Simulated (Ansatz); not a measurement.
Input file for Ansatz (a first-principles code): R-CCSD(T)/def2-SVP on ClH2NSn (SMILES [NH2][Sn][Cl]), a point of a torsion scan. Elements past Kr take the def2 small-core potentials; no spin–orbit coupling. The run froze 15 orbitals, filled d shells among them.

Ansatz 0.2 input:
```yaml
crystal:
  periodic: [false, false, false]
  atoms:
    - {symbol: N, position_ang: [-0.90850321, -0.11032202, -0.13741291]}
    - {symbol: Sn, position_ang: [0.95122182, -0.92502652, -0.62005052]}
    - {symbol: Cl, position_ang: [1.67436611, -1.46687449, 1.58516702]}
    - {symbol: H, position_ang: [-1.19379639, 0.83713750, -0.35220161]}
    - {symbol: H, position_ang: [-1.27406741, -0.29403579, 0.79189691]}
basis:
  gaussian:
    orbitals: def2-SVP
magnetization: {spin_polarized: false}
correlation: {method: ccsd_t, electrons: outside_noble_gas}
scf: {lower_state_search: off}
```

The log:

```
WARN ansatz: RAYON_NUM_THREADS=1 ignored (pool sized by the plan → 1); use --threads N
Functional definition: HF
these checks for a lower state are left out or cut short: stability, starts, cluster_reference, orbital_swaps, neighbouring_geometries, increment
integrals: 0.05 GiB planned
748 factors; integrals over basis functions are off by at most 1.2e-3 eV
mean field: 0.13 GiB planned
mean field evaluation 1: about -19815.9570 eV, gradient 3.4e1 eV
mean field evaluation 2: about -19815.9663 eV, gradient 3.4e1 eV
mean field evaluation 4: about -19818.8852 eV, gradient 2.4e0 eV
mean field evaluation 8: about -19818.9176 eV, gradient 8.0e-4 eV
mean field -19818.91756037 eV, -728.3317865987 hartree, gradient 5.8e-6 eV, S^2 0.000000; 0 other end points of the search recorded, 0 dependent functions left out
15 core orbitals not correlated
reference -19818.91756037 eV, -728.3317865987 hartree; 9, 9 occupied and 44, 44 virtual orbitals, 748 factors
second order -10.11617740 eV of doubles, -0.00000000 eV of singles
coupled cluster: 0.12 GiB planned
cycle   1  -10.57613439 eV  change   -4.6e-1 eV  update   9.2e-2
cycle   2  -10.85130891 eV  change   -2.8e-1 eV  update   3.1e-2
cycle   3  -10.93993688 eV  change   -8.9e-2 eV  update   2.2e-2
cycle   4  -10.93673802 eV  change    3.2e-3 eV  update   7.7e-3
cycle   5  -10.93423837 eV  change    2.5e-3 eV  update   4.4e-3
cycle   6  -10.93515893 eV  change   -9.2e-4 eV  update   1.8e-3
cycle   7  -10.93500467 eV  change    1.5e-4 eV  update   6.9e-4
cycle   8  -10.93511586 eV  change   -1.1e-4 eV  update   2.1e-4
cycle   9  -10.93516264 eV  change   -4.7e-5 eV  update   9.1e-5
cycle  10  -10.93512971 eV  change    3.3e-5 eV  update   3.3e-5
cycle  11  -10.93514667 eV  change   -1.7e-5 eV  update   1.3e-5
cycle  12  -10.93515029 eV  change   -3.6e-6 eV  update   3.9e-6
perturbative correction -0.30141463 eV, -0.0110767833 hartree
Total energy: -19830.15412529 eV, -728.7447227432 hartree
Checks for a lower state left out: stability, starts, cluster_reference, orbital_swaps, neighbouring_geometries, increment
```

Self-consistency was reached.

Cost: around 1.8 core-seconds (rough).
